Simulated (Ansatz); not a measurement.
Two structures of AlH₅SO₂, singlet, reached by relaxing down either side of one saddle point (PBE0-D4/def2-TZVP). Energies are electronic, without zero-point energy. Computed with Ansatz 0.2.0 (basis: def2-TZVPP and def2-QZVPP); correlated methods freeze the cores. Extrapolation: Hartree–Fock as exp(−7.88 √X), correlation as X^−2.97. First:

| atom | x (Å) | y (Å) | z (Å) |
| --- | --- | --- | --- |
| Al1 | -0.7006 | 0.1408 | 0.1610 |
| H2 | -1.2326 | 1.0919 | -0.9912 |
| O3 | -1.1160 | -1.5213 | 0.1732 |
| O4 | -0.2811 | 0.8703 | 1.6508 |
| H5 | 1.9977 | 1.2110 | -0.5663 |
| S6 | 1.7536 | -0.1103 | -0.5600 |
| H7 | -1.7517 | -1.8899 | -0.4365 |
| H8 | -0.2755 | 0.3685 | 2.4641 |
| H9 | 1.6062 | -0.1610 | -1.8952 |

Second:

```csv
atom,x (Å),y (Å),z (Å)
Al1,0.1019,-0.3595,0.3049
H2,-0.7704,1.7907,-0.5893
O3,-0.8357,-1.3395,-0.7015
O4,-0.5725,0.3552,1.6821
H5,-0.4356,1.5660,-1.2234
S6,2.2323,-0.2304,-0.1250
H7,-1.7640,-1.5050,-0.5463
H8,-0.0698,0.7980,2.3626
H9,2.1136,-1.0758,-1.1640
```

**Question.** Which bonds change from the first to the second?

**Answer.** AlH₃O₂ ([OH][AlH][OH]) + H₂S → AlH₃SO₂ ([OH][Al]([OH])[SH]) + H₂; bonds formed: H2–H5; dative contacts that become bonds: Al1–S6; bonds broken: Al1–H2, H5–S6.

**Question.** Give the saddle point's structure and its height above each. (Judge from chemistry; the value comes from the calculation.)

**Answer.** Computed: 17.83 kcal/mol above the first and 31.23 kcal/mol above the second (CCSD(T) at an estimated basis limit (MP2 extrapolated from triple and quadruple zeta, plus CCSD(T) − MP2 in triple zeta)).
Al1  (-0.312, 0.093, 0.214)
H2  (-0.431, 1.362, -0.903)
O3  (-0.859, -1.399, -0.388)
O4  (-0.560, 0.747, 1.756)
H5  (0.723, 1.100, -0.956)
S6  (1.959, 0.219, -0.505)
H7  (-1.759, -1.708, -0.317)
H8  (-0.450, 0.262, 2.571)
H9  (1.687, -0.676, -1.472)
(Å)

T1 diagnostic: at most 0.013.

Exchanges of this kind with a chalcogen hydride build sulfide and selenide films.

Labels in which every atom is bracketed show which atoms are joined, not bond orders.

For scale, one of the runs: CCSD(T)/def2-TZVPP, 216 basis functions, launched by `ansatz run in.yaml --threads 4 --pin off --events-out ev --progress --plain --max-ram 9574MiB`. The run took 76 s on 4 CPU threads of an Intel Xeon (shared host), with 3.1 GiB of host memory at its peak.
